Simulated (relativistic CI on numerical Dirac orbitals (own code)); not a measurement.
# Line list: Electric-dipole lines, Ir20+

Method of calculation: Dirac-Coulomb-Breit CI, orbitals from a KLI potential per configuration, model QED, unscaled Slater integrals (own radial code, finite nucleus).

Configuration list (outside the closed core [Ar] 3d10): 4s2 4p6 4d10 4f11, 4s2 4p6 4d10 4f10 5s, 4s2 4p6 4d10 4f9 5s2, 4s2 4p6 4d10 4f10 5p, 4s2 4p6 4d10 4f9 5s 5p, 4s2 4p6 4d10 4f9 5p2, 4s2 4p6 4d9 4f12, 4s2 4p6 4d10 4f10 5d, 4s2 4p6 4d8 4f13, 4s2 4p6 4d9 4f10 5s2, 4s2 4p6 4d10 4f10 6s, 4s2 4p6 4d9 4f11 5s, 4s2 4p5 4d10 4f12, 4s2 4p6 4d10 4f10 7s, 4s2 4p4 4d10 4f13, 4p6 4d10 4f13, 4s 4p6 4d9 4f13, 4s 4p6 4d10 4f11 5s. Levels of other configurations are missing.

```
λ vac (Å)                               Lower                                Upper   A (s⁻¹)        gf  Branching (%)
   286.50   4s2 4p6 4d10 4f10 5s 6I_15/2 [43]  4s2 4p6 4d10 4f10 5p 6H°_13/2 [259]  5.49e+09  9.46e-01           32.2
   288.05   4s2 4p6 4d10 4f10 5s 6I_17/2 [42]  4s2 4p6 4d10 4f10 5p 4K°_17/2 [254]  8.13e+09  1.82e+00           45.4
   289.30   4s2 4p6 4d10 4f10 5s 6I_13/2 [44]  4s2 4p6 4d10 4f10 5p 6I°_11/2 [266]  6.15e+09  9.25e-01           36.1
   290.02   4s2 4p6 4d10 4f10 5s 6I_11/2 [46]  4s2 4p6 4d10 4f10 5p 6K°_13/2 [268]  4.34e+09  7.65e-01           24.0
   290.45    4s2 4p6 4d10 4f10 5s 6I_7/2 [51]   4s2 4p6 4d10 4f10 5p 6K°_9/2 [284]  1.04e+10  1.31e+00           57.7
   290.53   4s2 4p6 4d10 4f10 5s 6G_13/2 [58]  4s2 4p6 4d10 4f10 5p 4H°_13/2 [299]  6.61e+09  1.17e+00           37.6
   291.09   4s2 4p6 4d10 4f10 5s 4H_13/2 [73]  4s2 4p6 4d10 4f10 5p 4H°_13/2 [335]  6.39e+09  1.14e+00           35.4
   292.36   4s2 4p6 4d10 4f10 5s 4M_21/2 [81]  4s2 4p6 4d10 4f10 5p 2N°_21/2 [350]  5.94e+09  1.68e+00           32.8
   292.48   4s2 4p6 4d10 4f10 5s 4K_17/2 [54]  4s2 4p6 4d10 4f10 5p 2L°_17/2 [290]  6.70e+09  1.55e+00           37.2
   292.62   4s2 4p6 4d10 4f10 5s 4L_19/2 [67]  4s2 4p6 4d10 4f10 5p 2M°_19/2 [321]  6.12e+09  1.57e+00           34.2
   293.57   4s2 4p6 4d10 4f10 5s 6I_13/2 [44]  4s2 4p6 4d10 4f10 5p 6K°_15/2 [263]  6.10e+09  1.26e+00           34.1
   294.79   4s2 4p6 4d10 4f10 5s 4M_21/2 [81]  4s2 4p6 4d10 4f10 5p 4L°_19/2 [341]  1.24e+10  3.22e+00           72.3
   294.85   4s2 4p6 4d10 4f10 5s 6I_11/2 [46]   4s2 4p6 4d10 4f10 5p 4F°_9/2 [267]  7.62e+09  9.93e-01           45.5
   295.02   4s2 4p6 4d10 4f10 5s 6I_17/2 [42]  4s2 4p6 4d10 4f10 5p 6H°_15/2 [250]  1.23e+10  2.57e+00           74.1
   295.15  4s2 4p6 4d10 4f10 5s 4L_13/2 [111]  4s2 4p6 4d10 4f10 5p 4M°_15/2 [397]  1.01e+10  2.10e+00           55.1
   295.25   4s2 4p6 4d10 4f10 5s 4L_19/2 [67]  4s2 4p6 4d10 4f10 5p 4K°_17/2 [314]  1.19e+10  2.80e+00           69.8
   295.26    4s2 4p6 4d10 4f10 5s 6I_9/2 [48]  4s2 4p6 4d10 4f10 5p 4G°_11/2 [269]  6.00e+09  9.41e-01           34.2
   295.59  4s2 4p6 4d10 4f10 5s 4I_15/2 [100]  4s2 4p6 4d10 4f10 5p 4H°_13/2 [379]  7.00e+09  1.28e+00           39.9
   295.62   4s2 4p6 4d10 4f10 5s 4L_15/2 [94]  4s2 4p6 4d10 4f10 5p 4N°_17/2 [368]  7.11e+09  1.68e+00           38.9
   296.25   4s2 4p6 4d10 4f10 5s 4K_13/2 [70]  4s2 4p6 4d10 4f10 5p 4L°_15/2 [320]  9.92e+09  2.09e+00           55.0
   296.34   4s2 4p6 4d10 4f10 5s 6G_13/2 [58]  4s2 4p6 4d10 4f10 5p 6F°_11/2 [289]  1.04e+10  1.64e+00           61.0
   296.35    4s2 4p6 4d10 4f10 5s 6S_5/2 [49]   4s2 4p6 4d10 4f10 5p 6P°_3/2 [275]  1.35e+10  7.09e-01           79.0
   296.38   4s2 4p6 4d10 4f10 5s 4I_15/2 [45]  4s2 4p6 4d10 4f10 5p 6K°_15/2 [263]  4.71e+09  9.93e-01           26.3
   296.46   4s2 4p6 4d10 4f10 5s 4K_17/2 [54]  4s2 4p6 4d10 4f10 5p 4I°_15/2 [283]  1.14e+10  2.41e+00           67.7
   297.01    4s2 4p6 4d10 4f10 5s 6G_7/2 [68]   4s2 4p6 4d10 4f10 5p 6H°_9/2 [310]  7.19e+09  9.51e-01           41.0
   297.18   4s2 4p6 4d10 4f10 5s 2L_15/2 [96]  4s2 4p6 4d10 4f10 5p 2M°_17/2 [366]  7.94e+09  1.89e+00           43.9
   297.21   4s2 4p6 4d10 4f10 5s 6G_11/2 [63]   4s2 4p6 4d10 4f10 5p 6F°_9/2 [298]  8.61e+09  1.14e+00           54.8
   297.46    4s2 4p6 4d10 4f10 5s 4F_7/2 [79]   4s2 4p6 4d10 4f10 5p 2G°_9/2 [332]  7.69e+09  1.02e+00           43.5
   298.05   4s2 4p6 4d10 4f10 5s 2K_15/2 [72]  4s2 4p6 4d10 4f10 5p 4L°_15/2 [320]  5.73e+09  1.22e+00           31.8
   298.15  4s2 4p6 4d10 4f10 5s 4M_17/2 [118]  4s2 4p6 4d10 4f10 5p 4N°_19/2 [399]  1.07e+10  2.86e+00           58.7
   298.27   4s2 4p6 4d10 4f10 5s 2K_15/2 [72]  4s2 4p6 4d10 4f10 5p 4I°_13/2 [319]  8.77e+09  1.64e+00           50.7
   298.41   4s2 4p6 4d10 4f10 5s 4K_15/2 [60]  4s2 4p6 4d10 4f10 5p 2L°_17/2 [290]  9.42e+09  2.26e+00           52.4
   298.74   4s2 4p6 4d10 4f10 5s 6I_13/2 [44]  4s2 4p6 4d10 4f10 5p 6H°_13/2 [259]  3.89e+09  7.29e-01           22.8
   299.41   4s2 4p6 4d10 4f10 5s 4L_17/2 [75]  4s2 4p6 4d10 4f10 5p 2M°_19/2 [321]  9.79e+09  2.63e+00           54.6
   299.43   4s2 4p6 4d10 4f10 5s 6I_15/2 [43]  4s2 4p6 4d10 4f10 5p 4K°_17/2 [254]  6.74e+09  1.63e+00           37.7
   299.48   4s2 4p6 4d10 4f10 5s 4M_19/2 [89]  4s2 4p6 4d10 4f10 5p 2N°_21/2 [350]  1.08e+10  3.20e+00           59.7
   300.54   4s2 4p6 4d10 4f10 5s 4I_13/2 [50]  4s2 4p6 4d10 4f10 5p 6K°_13/2 [268]  4.25e+09  8.06e-01           23.5
   301.55   4s2 4p6 4d10 4f10 5s 4G_11/2 [66]  4s2 4p6 4d10 4f10 5p 4H°_13/2 [299]  5.19e+09  9.90e-01           29.5
   301.65   4s2 4p6 4d10 4f10 5s 4I_15/2 [45]  4s2 4p6 4d10 4f10 5p 6H°_13/2 [259]  6.40e+09  1.22e+00           37.5
   302.55   4s2 4p6 4d10 4f10 5s 4K_15/2 [60]  4s2 4p6 4d10 4f10 5p 4I°_15/2 [283]  4.03e+09  8.85e-01           23.8
   305.39   4s2 4p6 4d10 4f10 5s 4I_11/2 [56]   4s2 4p6 4d10 4f10 5p 6I°_9/2 [276]  5.51e+09  7.70e-01           32.0
   306.28   4s2 4p6 4d10 4f10 5s 4I_13/2 [50]  4s2 4p6 4d10 4f10 5p 6I°_11/2 [266]  4.97e+09  8.38e-01           29.1
   306.97   4s2 4p6 4d10 4f10 5s 6I_15/2 [43]  4s2 4p6 4d10 4f10 5p 6H°_15/2 [250]  3.21e+09  7.25e-01           19.3
   311.07   4s2 4p6 4d10 4f10 5s 4I_13/2 [50]  4s2 4p6 4d10 4f10 5p 6K°_15/2 [263]  3.27e+09  7.60e-01           18.3
   316.02   4s2 4p6 4d10 4f10 5s 4I_15/2 [45]  4s2 4p6 4d10 4f10 5p 4K°_17/2 [254]  2.97e+09  8.01e-01           16.6
```

Terms are leading LS components. Brackets give the number of a level in order of energy, since labels repeat. The list gives strong lines, with weight on those to low levels, without lines whose two gauges differ by over a factor of 2.5, among the lowest 400 of 9840 levels, so that lines to higher ones, which can be the strongest, are missing. Levels whose partners in the same complex of configurations lie outside the list can be far off, and so can their lines. Rates are taken at the computed energies, electric ones in the length gauge.

At this charge transitions that keep the count of f electrons are usually good to a few per cent. Terms inside the open d or f shell come out 10 to 20 % too wide with unscaled integrals. Levels that differ in their count of f electrons can be misplaced by several ten thousand cm⁻¹, since the correlation energy of f electrons is missing or only estimated; rates across such gaps can be off by orders of magnitude.

LS names give the leading component of a level, which can be under half, so a name can repeat, a term be missing and a line seem to break the LS rules.
